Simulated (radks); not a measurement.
All-electron atom: the osmium ion Os+ in [Xe] 4f14 5d6 6s1.

Calculated with a radial shooting solver on a logarithmic mesh with Libxc functionals: scalar-relativistic Kohn-Sham, SCAN, spin-unpolarised, spherical densities, finite nucleus; meta-GGA in the generalised Kohn-Sham scheme; Fermi nuclear charge, rms radius 5.4126 fm.

Energy parts (hartree):
part                       energy
total                 -17252.9540
kinetic                19116.1581
electron-nucleus      -42730.7192
Hartree                 6700.8887
exchange-correlation    -339.2816

Orbitals (lengths in bohr, moments of r in powers of bohr; r(max) is where P^2 peaks):
| orbital | occ. | eigenvalue (hartree) | r(max) |
|---|---|---|---|
| 1s | 2 | -2717.537 | 0.01103 |
| 2s | 2 | -474.5403 | 0.06334 |
| 2p | 6 | -413.1545 | 0.05219 |
| 3s | 2 | -111.1083 | 0.1785 |
| 3p | 6 | -92.97310 | 0.1772 |
| 3d | 10 | -72.66879 | 0.1446 |
| 4s | 2 | -23.89927 | 0.4050 |
| 4p | 6 | -17.92372 | 0.4251 |
| 4d | 10 | -10.47637 | 0.4347 |
| 5s | 2 | -3.71613 | 0.9106 |
| 4f | 14 | -2.23680 | 0.4061 |
| 5p | 6 | -2.19952 | 1.031 |
| 5d | 6 | -0.52359 | 1.352 |
| 6s | 1 | -0.49494 | 2.359 |

The highest occupied level is 6s at -13.468 eV. The electron density at the nucleus is 1.788e+06 e/bohr^3 (large components only). The density falls to 0.001 e/bohr^3 at r = 4.14 bohr.
